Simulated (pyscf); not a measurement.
## H₂N–Zr(NH₂)(NH₂)–SH, singlet

Gas-phase minimum from PySCF at ωB97X-D3(BJ)/def2-SVP, one conformer. 

```
Zr
N 1 2.0251
H 2 1.0177 1 129.29
H 2 1.0205 3 108.30 1 176.23
N 1 2.0311 2 109.92 3 0.03
H 5 1.0181 1 127.10 2 -103.82
H 5 1.0194 6 108.37 1 174.64
N 1 2.0339 2 109.73 3 -118.34
H 8 1.0181 1 127.94 2 -2.27
H 8 1.0199 9 107.86 1 176.20
S 1 2.4784 2 107.01 3 118.83
H 11 1.3504 1 93.11 2 166.81
```
Charge 0, spin multiplicity 1.

Properties at ωB97X-D3(BJ)/def2-SVP:

```yaml
harmonic_wavenumbers_unscaled: 62, 109, 126, 134, 145, 151, 237, 285, 314, 362, 431, 452, 465, 482, 501, 505, 520, 658, 659, 668, 1511, 1512, 1516, 2735, 3566, 3570, 3573, 3659, 3663, 3664 cm⁻¹
zero_point_energy: 51.8 kcal/mol
rotational_symmetry_number: 1
Entropy of this conformer at 298 K and 1 atm, rigid rotor and harmonic oscillator, modes under 100 cm⁻¹ raised to 100: 416.5 J/(mol K)
dipole_moment: 3.10 D
```

Single-point totals, which compare only within one level:

| level | total energy (hartree) |
|---|---|
| ωB97X-D3(BJ)/def2-TZVP | -614.07966 |
| PBE/def2-TZVP | -613.61419 |
| r²SCAN/def2-TZVP | -613.88020 |
| B3LYP-D3(BJ)/def2-TZVP | -614.03458 |
| PBE0-D3(BJ)/def2-TZVP | -613.63511 |
| M06-2X/def2-TZVP | -613.78362 |
| ωB97M-D3(BJ)/def2-TZVP | -614.02172 |

Soft torsions are taken as harmonic, which can shift the entropy by several J/(mol K). Elements past Kr carry the def2 core potentials, without spin-orbit coupling.
